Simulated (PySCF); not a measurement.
# One molecule, several mistakes: BCH5NO

All numbers below are calculated, not measured. They come from PySCF 2.14.0, an open-source quantum chemistry program, on an isolated molecule that a program drew, which may never have been made. The molecule is BCH5NO (charge 0, doublet), drawn as the SMILES string `NB[CH]O`.

Each row is a Hartree-Fock (HF) and frozen-core CCSD(T) single point in the cc-pVDZ basis, meant for a local HF minimum. Run 1 is clean. Each other run has one planted mistake out of seven kinds, and not every kind appears here: one electron removed, one electron added, multiplicity raised by two, geometry at a saddle point, minimal basis STO-3G, one bond length entered in bohr, all coordinates scaled. The reference is restricted for singlets and unrestricted otherwise, and also for a bond in bohr. Adding or removing an electron swaps singlet and doublet. Electrons count all cores. HOMO and LUMO are orbital energies over both spins, the gradient is its largest component, and the lowest frequency (negative if imaginary) is given only where the gradient is small. Bond lengths are over the 8 bonds as drawn. T1 is the CCSD diagnostic: over 0.02 (restricted) or 0.045 (unrestricted) a single reference is doubtful.

Geometry of the clean run:
```xyz
9
BCH5NO, angstrom
N    -1.5259   -0.5213   -0.5009
B    -0.3686    0.1605   -0.1067
C     0.7338    0.5444   -1.1041
O     1.8634    1.2021   -0.7581
H    -1.7096   -0.7981   -1.4427
H    -2.2478   -0.7738    0.1391
H    -0.2387    0.4537    1.0582
H     0.7241    0.3326   -2.1680
H     1.8546    1.3782    0.1719
```

| run | electrons | basis functions | <S^2> | HOMO (eV) | LUMO (eV) | gradient (hartree/bohr) | lowest frequency (cm^-1) | mean bond (Å) | longest bond (Å) | T1 | HF (hartree) | CCSD(T) (hartree) | mistake |
|---|---|---|---|---|---|---|---|---|---|---|---|---|---|
| 1 | 31 | 81 | 0.762 | -8.39 | 2.95 | 3.7e-05 | 185 | 1.1904 | 1.535 | 0.0184 | -194.79726 | -195.41098 | no fault |
| 2 | 32 | 81 | 0.000 | 0.69 | 9.89 | 8.9e-02 | - | 1.1904 | 1.535 | 0.0135 | -194.72165 | -195.37179 | one electron added |
| 3 | 31 | 81 | 0.762 | -8.49 | 2.85 | 1.4e-02 | - | 1.2070 | 1.557 | 0.0190 | -194.79551 | -195.41217 | ? |
| 4 | 31 | 81 | 1.478 | -8.36 | 2.29 | 2.8e-02 | - | 1.3014 | 1.887 | 0.0608 | -194.64507 | -195.26174 | ? |

**Which mistake was planted in run 3, and what did it cost?**

The mean and the longest bond both change by the same factor, 1.014, and the gradient is no longer small. So the mistake is: all coordinates scaled. Subtracting run 1 and multiplying by 627.51 kcal/mol a hartree, the energy moved by 1.1 kcal/mol in HF and -0.7 kcal/mol in CCSD(T).

**Which mistake was planted in run 4, and what did it cost?**

The mean bond changes by a factor of 1.093 and the longest by 1.229, so the molecule wasn't scaled as a whole. A length L in bohr read as angstrom grows by (1/0.5292 - 1) L = 0.890 L. The 8 bonds together grew by 8 x 0.1110 = 0.888 Å, which gives L = 0.998 Å. That is the length of one of the H-N bonds, 0.999 Å in the clean geometry. So the mistake is: one bond length entered in bohr. Subtracting run 1 and multiplying by 627.51 kcal/mol a hartree, the energy moved by 95.5 kcal/mol in HF and 93.6 kcal/mol in CCSD(T).

Cautions from the logs. Run 2: the HOMO is above zero, so the electron isn't bound and the energy depends on the basis; run 4: T1 is over the limit, so its CCSD(T) energy is less reliable.
